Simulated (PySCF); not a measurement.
Simulation results for GeH4NOSi, CH5BGeSi, B2GeH6N, GeH6N2Si and others

Calculation on a computer-drawn molecule: the log of a Hartree-Fock and frozen-core CCSD(T) single point meant for a local Hartree-Fock minimum, with one planted fault or none, to be diagnosed. Offsets are logged minus clean, where the clean run is the same molecule without the fault. The reference is restricted for singlets and unrestricted otherwise, and also for a bond in bohr or an excited solution. Adding or removing an electron swaps singlet and doublet. The excited solution moves the top pair (singlet) or top alpha electron (doublet) to the lowest empty orbital. Highest occupied and lowest empty are orbital energies over both spins, largest force is the largest gradient component, triples share is (T) over the correlation energy, the T1 limit is 0.02 restricted and 0.045 unrestricted, electrons count all cores, a negative frequency is imaginary (commonest isotopes), and the dipole is about the centre of nuclear charge; on germanium a core potential holds 10 electrons, which the energies leave out, and 3d is frozen in MP2 and coupled-cluster steps. Program: PySCF 2.14.0.

Common to all runs: logged SCF converged yes; possible faults no fault, one electron removed, one electron added, multiplicity raised by two, geometry at a saddle point, SCF held on an excited solution, minimal basis STO-3G, one bond length entered in bohr, all coordinates scaled.

(1) GeH4NOSi

Logged structure:
```xyz
8
GeH4NOSi
N     -0.1186    -0.2506    -0.6882
Ge    -0.6514     0.5626     0.9654
O     -2.3303     0.6966     1.4221
Si     1.3726     1.5248     2.2041
H     -0.8425    -0.7358    -1.3225
H      0.9003    -0.4810    -0.9455
H      2.7221     0.7656     1.8389
H      1.1438     1.6059     3.7715
```

- meant charge: 0
- meant multiplicity: 2
- meant basis: cc-pV(D+d)Z
- meant basis and core potential on germanium: cc-pVDZ-PP ECP10MDF
- logged electrons: 65
- logged basis functions: 94
- logged spin squared: 0.7649
- logged highest occupied: -9.6379 eV
- logged lowest empty: -0.20309 eV
- logged largest force: 0.0836 hartree/bohr
- logged T1 diagnostic: 0.030528
- logged D1 diagnostic: 0.11955
- logged triples share: 0.039432
- logged CC converged: yes
- logged dipole magnitude: 5.7621 debye
- logged SCF stable within its kind: yes
- logged energy HF: -713.86059 hartree
- logged energy CCSD(T): -714.46946 hartree
- planted fault: all coordinates scaled, by +7.5 %
- HF energy offset from clean run: 26.11 kcal/mol
- CCSD(T) energy offset from clean run: 12.91 kcal/mol

Drawn bonds:
```csv
atom,other atom,order
1,2,1
2,3,2
2,4,1
1,5,1
1,6,1
4,7,1
4,8,1
```

(2) CH5BGeSi

Logged structure:
```xyz
9
CH5BGeSi
B     -2.4242    -0.2527     0.9430
Ge    -0.6397     0.8215     0.5130
C     -0.8118     2.1230    -0.8069
Si     1.6689     0.7087     1.4119
H     -2.4579    -1.1475     1.7947
H     -3.4560     0.0283     0.3210
H     -1.7769     2.3302    -1.3377
H      0.0481     2.7628    -1.1331
H      1.3701    -0.4438     2.4255
```

* meant charge: 0
* meant multiplicity: 1
* meant basis: cc-pV(D+d)Z
* meant basis and core potential on germanium: cc-pVDZ-PP ECP10MDF
* logged electrons: 62
* logged basis functions: 99
* logged spin squared: 0
* logged highest occupied: -7.9116 eV
* logged lowest empty: -0.15044 eV
* logged largest force: 0.020069 hartree/bohr
* logged T1 diagnostic: 0.017876
* logged D1 diagnostic: 0.060611
* logged triples share: 0.042736
* logged CC converged: yes
* logged dipole magnitude: 0.29594 debye
* logged SCF stable within its kind: yes
* logged energy HF: -647.63297 hartree
* logged energy CCSD(T): -648.11147 hartree
* planted fault: all coordinates scaled, by +3.2 %
* HF energy offset from clean run: 4.718 kcal/mol
* CCSD(T) energy offset from clean run: 0.8875 kcal/mol

Drawn bonds:
```csv
atom,other atom,order
1,2,1
2,3,2
2,4,1
1,5,1
1,6,1
3,7,1
3,8,1
4,9,1
```

(3) B2GeH6N

Logged structure:
```xyz
10
B2GeH6N
B     -1.2008    -1.1850    -3.0223
Ge    -1.7538    -1.1001    -1.0852
B     -0.7088    -0.2177     0.4716
N     -1.2023    -0.2232     1.7679
H     -0.1650    -0.6880    -3.3648
H     -1.8945    -1.7257    -3.8360
H     -4.2812    -2.3340    -0.3387
H      0.3468     0.3117     0.2554
H     -2.0702    -0.6412     2.0323
H     -0.7127     0.1970     2.5315
```

* meant charge: 0
* meant multiplicity: 2
* meant basis: cc-pVDZ
* meant basis and core potential on germanium: cc-pVDZ-PP ECP10MDF
* logged electrons: 55
* logged basis functions: 95
* logged spin squared: 1.6182
* logged highest occupied: -7.9081 eV
* logged lowest empty: 0.6919 eV
* logged largest force: 0.0074167 hartree/bohr
* logged T1 diagnostic: 0.035082
* logged D1 diagnostic: 0.14956
* logged triples share: 0.033214
* logged CC converged: yes
* logged dipole magnitude: 2.6936 debye
* logged SCF stable within its kind: yes
* logged energy HF: -400.5975 hartree
* logged energy CCSD(T): -401.06933 hartree
* planted fault: one bond length entered in bohr, row 6 of the drawn bonds
* HF energy offset from clean run: 56.68 kcal/mol
* CCSD(T) energy offset from clean run: 66.43 kcal/mol

Drawn bonds:
```csv
atom,other atom,order
1,2,1
2,3,1
3,4,1
1,5,1
1,6,1
2,7,1
3,8,1
4,9,1
4,10,1
```

(4) GeH6N2Si

Logged structure:
```xyz
10
GeH6N2Si
N     -2.3308    -0.0550     2.5114
Si    -2.1249    -0.1231     0.7572
N     -0.8247    -0.5656    -0.1342
Ge     0.9611    -1.1745    -0.3141
H     -1.5740    -0.3139     3.2002
H     -3.2279     0.2506     2.9756
H     -3.4655     0.3349     0.1355
H      1.8397    -0.0838    -1.1258
H      1.6819    -1.4217     1.1235
H      0.9906    -2.5733    -1.1283
```

- meant charge: 0
- meant multiplicity: 1
- meant basis: cc-pV(D+d)Z
- meant basis and core potential on germanium: cc-pVDZ-PP ECP10MDF
- logged electrons: 66
- logged basis functions: 104
- logged spin squared: 0
- logged highest occupied: -9.4083 eV
- logged lowest empty: 2.887 eV
- logged largest force: 0.038373 hartree/bohr
- logged T1 diagnostic: 0.017647
- logged D1 diagnostic: 0.06383
- logged triples share: 0.033045
- logged CC converged: yes
- logged dipole magnitude: 4.1726 debye
- logged SCF stable within its kind: yes
- logged energy HF: -694.69141 hartree
- logged energy CCSD(T): -695.29644 hartree
- planted fault: all coordinates scaled, by +5.4 %
- HF energy offset from clean run: 18.63 kcal/mol
- CCSD(T) energy offset from clean run: 8.635 kcal/mol

Drawn bonds:
```csv
atom,other atom,order
1,2,1
2,3,2
3,4,1
1,5,1
1,6,1
2,7,1
4,8,1
4,9,1
4,10,1
```

(5) B2ClGeH3

Logged structure:
```xyz
7
B2ClGeH3
B     -2.0040     0.0096     0.0000
Ge    -0.0695    -0.0290     0.0000
B      1.8966    -0.1337     0.0000
Cl     2.8968     1.3229     0.0000
H     -2.5533     1.0700     0.0000
H     -2.5840    -1.0348     0.0000
H      2.4173    -1.2051     0.0000
```

- meant charge: 0
- meant multiplicity: 1
- meant basis: cc-pV(D+d)Z
- meant basis and core potential on germanium: cc-pVDZ-PP ECP10MDF
- logged electrons: 62
- logged basis functions: 89
- logged spin squared: 0
- logged highest occupied: -7.543 eV
- logged lowest empty: 0.32464 eV
- logged largest force: 4.653e-05 hartree/bohr
- logged lowest frequency: -133.79 cm⁻¹
- logged T1 diagnostic: 0.023787
- logged D1 diagnostic: 0.086301
- logged triples share: 0.037311
- logged CC converged: yes
- logged dipole magnitude: 0.88187 debye
- logged SCF stable within its kind: yes
- logged energy HF: -803.95008 hartree
- logged energy CCSD(T): -804.40205 hartree
- planted fault: geometry at a saddle point
- HF energy offset from clean run: 14.17 kcal/mol
- CCSD(T) energy offset from clean run: 9.248 kcal/mol

Drawn bonds:
```csv
atom,other atom,order
1,2,1
2,3,1
3,4,1
1,5,1
1,6,1
3,7,1
```

Notes: T1 above single-reference limit.

(6) CH5Ge

Logged structure:
```xyz
7
CH5Ge
C     -0.4741     2.4153    -0.6683
Ge     0.1428     0.4568    -0.4325
H      0.3127     2.9907    -1.1700
H     -1.3618     2.4466    -1.3109
H     -0.7171     2.9194     0.2728
H     -1.0405    -0.0040     0.5644
H      1.2149     0.7286     0.7435
```

* meant charge: -1
* meant multiplicity: 1
* meant basis: aug-cc-pVDZ
* meant basis and core potential on germanium: aug-cc-pVDZ-PP ECP10MDF
* logged electrons: 44
* logged basis functions: 100
* logged spin squared: 0
* logged highest occupied: 0.47014 eV
* logged lowest empty: -0.43689 eV
* logged largest force: 0.093916 hartree/bohr
* logged CC converged: no
* logged dipole magnitude: 3.1865 debye
* logged SCF stable within its kind: no
* logged energy HF: -333.85068 hartree
* planted fault: ?

Drawn bonds:
```csv
atom,other atom,order
1,2,1
1,3,1
1,4,1
1,5,1
2,6,1
2,7,1
```

Notes: CCSD not converged; highest electron not bound in this basis.

Questions
1. Which fault was planted in the run of CH5Ge (entry 6)?

## Answers
1. SCF held on an excited solution

Further results for CH5Ge (entry 6):

* HF energy offset from clean run: 176.1 kcal/mol
